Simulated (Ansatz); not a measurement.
Isomers of CH4GeOS, relaxed with PBE0-D4/def2-TZVP in Ansatz; electronic energies, one conformer each and not always the lowest. Functionals use def2-TZVPP; CBS adds triple-zeta CCSD(T) − MP2 to the MP2 limit of def2-TZVPP and def2-QZVPP.

Outer-core shells of Ge are correlated without core-valence functions. Scalar relativity is left out up to krypton. Spin–orbit coupling is left out.

Order them by energy at frozen-core CCSD(T)/CBS, lowest first. (Best estimate.)
A. `O[CH]1[S][GeH2]1`
B. `C1[O][GeH2][S]1`
C. `C[S][Ge][OH]`

C (0.0 kcal/mol), B (30.5 kcal/mol), A (52.3 kcal/mol).

How do ωB97M-V, B3LYP, MP2/CBS(def2), HF/CBS(def2) place them (kcal/mol, against `C[S][Ge][OH]`)? (Best estimate.)

The calculation gave: 
| isomer | ωB97M-V | B3LYP | MP2/CBS(def2) | HF/CBS(def2) |
| --- | --- | --- | --- | --- |
| `C1[O][GeH2][S]1` | 30.9 | 35.2 | 30.5 | 27.2 |
| `O[CH]1[S][GeH2]1` | 54.0 | 57.3 | 51.8 | 57.1 |

B3LYP here is the variant with VWN-RPA as its local correlation; programs differ in this.
